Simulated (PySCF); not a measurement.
Species: C4H10OSi.
Numbering: `[CH3:1][O:2][C@H:3]1[CH2:4][CH2:5][SiH2:6]1` (hydrogens: H7, H8, H9 on C1; H10 on C3; H11, H12 on C4; H13, H14 on C5; H15, H16 on Si6)

The same species was optimised twice, with GFN2-xTB and with PBE0-D3(BJ)/def2-SVP (PySCF), and the same property calculations (PySCF, gas phase) were run on both structures.

```csv
coordinate,GFN2-xTB,PBE0-D3(BJ)/def2-SVP,change
O2–C3 (Å),1.417,1.390,-0.027
C5–Si6 (Å),1.911,1.898,-0.013
C1–O2 (Å),1.396,1.390,-0.006
C4–C5 (Å),1.542,1.547,+0.005
C3–Si6 (Å),1.935,1.930,-0.005
C3–C4 (Å),1.538,1.539,+0.001
O2–C3–Si6 (°),118.2,124.1,+5.9
C4–C3–Si6 (°),90.7,86.6,-4.1
C4–C5–Si6 (°),91.5,87.5,-4.0
O2–C3–C4 (°),111.3,113.4,+2.1
C1–O2–C3 (°),112.6,113.4,+0.8
C3–Si6–C5 (°),75.7,76.5,+0.8
C3–C4–C5 (°),100.1,100.3,+0.2
C1–O2–C3–C4 (°),-178,-175,+3
```

Rotational constants: A = 5066, B = 2106, C = 1618 MHz (GFN2-xTB) against A = 5320, B = 2032, C = 1593 MHz (PBE0-D3(BJ)/def2-SVP). Point groups within 0.08 Å: C1 and C1.

On the GFN2-xTB structure: lowest singlet, TDDFT (eV) 5.55 [B3LYP/def2-SVPD]; lowest triplet, Tamm–Dancoff (eV) 5.09 [B3LYP/def2-SVPD]; isotropic polarisability (au) 79.7 [B3LYP/def2-SVPD]; HOMO (eV) -6.53 [B3LYP/def2-SVPD]; LUMO (eV) -0.14 [B3LYP/def2-SVPD]; dipole (D) 1.00 [B3LYP/def2-SVPD]; HOMO (eV) -6.67 [PBE0/pcSseg-1]; LUMO (eV) 0.26 [PBE0/pcSseg-1]; dipole (D) 1.06 [PBE0/pcSseg-1]; GIAO shielding of C1 (ppm) 127.5 [PBE0/pcSseg-1]; GIAO shielding of O2 (ppm) 295.4 [PBE0/pcSseg-1]; GIAO shielding of C3 (ppm) 107.2 [PBE0/pcSseg-1]; GIAO shielding of C4 (ppm) 153.9 [PBE0/pcSseg-1]; GIAO shielding of C5 (ppm) 185.4 [PBE0/pcSseg-1]; GIAO shielding of Si6 (ppm) 381.7 [PBE0/pcSseg-1].

What do these properties become on the PBE0-D3(BJ)/def2-SVP structure?

| property | level | on GFN2-xTB | on PBE0-D3(BJ)/def2-SVP | change |
| --- | --- | --- | --- | --- |
| lowest singlet, TDDFT (eV) | B3LYP/def2-SVPD | 5.55 | 5.73 | +0.18 |
| lowest triplet, Tamm–Dancoff (eV) | B3LYP/def2-SVPD | 5.09 | 5.29 | +0.20 |
| isotropic polarisability (au) | B3LYP/def2-SVPD | 79.7 | 81.2 | +1.5 |
| HOMO (eV) | B3LYP/def2-SVPD | -6.53 | -6.64 | -0.11 |
| LUMO (eV) | B3LYP/def2-SVPD | -0.14 | -0.06 | +0.08 |
| dipole (D) | B3LYP/def2-SVPD | 1.00 | 0.95 | -0.05 |
| energy, GFN2-xTB geometry as zero (kcal/mol) | B3LYP/def2-SVPD | 0.0 | -2.1 | -2.1 |
| HOMO (eV) | PBE0/pcSseg-1 | -6.67 | -6.78 | -0.11 |
| LUMO (eV) | PBE0/pcSseg-1 | 0.26 | 0.36 | +0.10 |
| dipole (D) | PBE0/pcSseg-1 | 1.06 | 1.00 | -0.06 |
| energy, GFN2-xTB geometry as zero (kcal/mol) | PBE0/pcSseg-1 | 0.0 | -2.4 | -2.4 |
| GIAO shielding of C1 (ppm) | PBE0/pcSseg-1 | 127.5 | 126.0 | -1.5 |
| GIAO shielding of O2 (ppm) | PBE0/pcSseg-1 | 295.4 | 299.8 | +4.4 |
| GIAO shielding of C3 (ppm) | PBE0/pcSseg-1 | 107.2 | 110.3 | +3.1 |
| GIAO shielding of C4 (ppm) | PBE0/pcSseg-1 | 153.9 | 151.2 | -2.7 |
| GIAO shielding of C5 (ppm) | PBE0/pcSseg-1 | 185.4 | 184.2 | -1.2 |
| GIAO shielding of Si6 (ppm) | PBE0/pcSseg-1 | 381.7 | 379.0 | -2.7 |

The heavy atoms differ by 0.125 Å rms after alignment. Among bonds between heavy atoms O2–C3 changes most (-0.027 Å). Changes are differences of the printed values. Neither structure is proved a minimum here.

Conformer computed: `[CH3:1][O:2][C@H:3]1[CH2:4][CH2:5][SiH2:6]1`: C1–O2–C3–C4 -175°.
